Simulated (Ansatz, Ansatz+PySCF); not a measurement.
```xyz
3

Li    0.0000    0.0000    1.6300
O     0.6700    0.0000    0.0000
O    -0.6700    0.0000    0.0000
```

Basis set: def2-SVP (spherical functions). Charge 0, multiplicity 2.

Computed with Ansatz (development build ahead of 0.2.0); each method stands on the lowest determinant of its kind that the runs found. Restricted functionals stand beside restricted open-shell atoms, which can lie above the unrestricted atoms usual in DFT and then raise those values.

Give the atomization energy at this shape (free ground-state atoms in the same class of orbitals less the molecule, no zero-point energy) of doublet LiO2 by PBE0 (unrestricted), PBE0 (restricted open-shell), UHF, ROHF.

```json
{"method": "PBE0 (unrestricted)", "atomization energy": "180.33 kcal/mol"}
{"method": "PBE0 (restricted open-shell)", "atomization energy": "181.66 kcal/mol"}
{"method": "UHF", "atomization energy": "65.02 kcal/mol"}
{"method": "ROHF", "atomization energy": "64.26 kcal/mol"}
```
